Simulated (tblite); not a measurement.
C4H5Ge2O (doublet state).
Numbering: `[C:1]#[C:2][Ge@@H:3]([C:4]#[CH:5])[O:6][GeH3:7]` (hydrogens: H8 on Ge3; H9 on C5; H10, H11, H12 on Ge7)
Bond orders are those of one Lewis drawing.

Computed with GFN2-xTB (tblite), gas phase: L-BFGS steps from a force-field or distance-geometry start until the largest atomic force falls under 0.01 eV/Å.

At the end of the run (lengths in Å): Ge7–H12 1.497, Ge7–H11 1.499, Ge3–O6 1.737, Ge7–H10 1.501, O6–Ge7 1.744, Ge3–H8 1.510, Ge3–C4 1.909, Ge3–O6–Ge7 145.4°, C1–C2–Ge3 174.4°, Ge3–C4–C5 177.1°, C4–Ge3–O6 110.1°, C2–Ge3–O6–Ge7 -60°, H8–Ge3–O6–Ge7 -179°, H10–Ge7–O6–Ge3 -70°.

Problem. These geometries were met on the way; a selection of coordinates is given. Order them by energy above the end point, lowest first.
A. Ge7–H12 1.504, Ge7–H11 1.507, Ge3–O6 1.748, Ge7–H10 1.502, O6–Ge7 1.748, Ge3–H8 1.509, Ge3–C4 1.916, Ge3–O6–Ge7 143.5°, C1–C2–Ge3 170.2°, Ge3–C4–C5 170.2°, C4–Ge3–O6 105.4°, C2–Ge3–O6–Ge7 170°, H8–Ge3–O6–Ge7 51°, H10–Ge7–O6–Ge3 57°
B. Ge7–H12 1.500, Ge7–H11 1.501, Ge3–O6 1.764, Ge7–H10 1.498, O6–Ge7 1.750, Ge3–H8 1.523, Ge3–C4 1.905, Ge3–O6–Ge7 114.9°, C1–C2–Ge3 176.8°, Ge3–C4–C5 179.4°, C4–Ge3–O6 108.2°, C2–Ge3–O6–Ge7 164°, H8–Ge3–O6–Ge7 45°, H10–Ge7–O6–Ge3 57°
C. Ge7–H12 1.503, Ge7–H11 1.489, Ge3–O6 1.758, Ge7–H10 1.501, O6–Ge7 1.752, Ge3–H8 1.529, Ge3–C4 1.924, Ge3–O6–Ge7 125.8°, C1–C2–Ge3 166.6°, Ge3–C4–C5 173.3°, C4–Ge3–O6 106.9°, C2–Ge3–O6–Ge7 166°, H8–Ge3–O6–Ge7 46°, H10–Ge7–O6–Ge3 58°
D. Ge7–H12 1.554, Ge7–H11 1.554, Ge3–O6 1.791, Ge7–H10 1.547, O6–Ge7 1.788, Ge3–H8 1.545, Ge3–C4 1.885, Ge3–O6–Ge7 105.1°, C1–C2–Ge3 179.1°, Ge3–C4–C5 178.6°, C4–Ge3–O6 110.7°, C2–Ge3–O6–Ge7 164°, H8–Ge3–O6–Ge7 46°, H10–Ge7–O6–Ge3 59°
E. Ge7–H12 1.500, Ge7–H11 1.500, Ge3–O6 1.735, Ge7–H10 1.499, O6–Ge7 1.736, Ge3–H8 1.518, Ge3–C4 1.918, Ge3–O6–Ge7 150.7°, C1–C2–Ge3 178.3°, Ge3–C4–C5 175.0°, C4–Ge3–O6 108.3°, C2–Ge3–O6–Ge7 -168°, H8–Ge3–O6–Ge7 74°, H10–Ge7–O6–Ge3 33°

Solution. E (0.058 eV), A (0.101 eV), C (0.163 eV), B (0.269 eV), D (0.444 eV).

```json
{"step": "35", "E above end (eV)": "0.058", "rms distance from the end, all atoms (Å)": "0.479", "largest force (eV/Å)": "0.712", "rms shift of all bonds from the end (Å)": "0.005"}
{"step": "25", "E above end (eV)": "0.101", "rms distance from the end, all atoms (Å)": "0.644", "largest force (eV/Å)": "0.301", "rms shift of all bonds from the end (Å)": "0.006"}
{"step": "16", "E above end (eV)": "0.163", "rms distance from the end, all atoms (Å)": "0.803", "largest force (eV/Å)": "0.272", "rms shift of all bonds from the end (Å)": "0.011"}
{"step": "8", "E above end (eV)": "0.269", "rms distance from the end, all atoms (Å)": "0.935", "largest force (eV/Å)": "0.385", "rms shift of all bonds from the end (Å)": "0.010"}
{"step": "0", "E above end (eV)": "0.444", "rms distance from the end, all atoms (Å)": "0.973", "largest force (eV/Å)": "0.976", "rms shift of all bonds from the end (Å)": "0.037"}
```

Rows stand in the order of the answer.
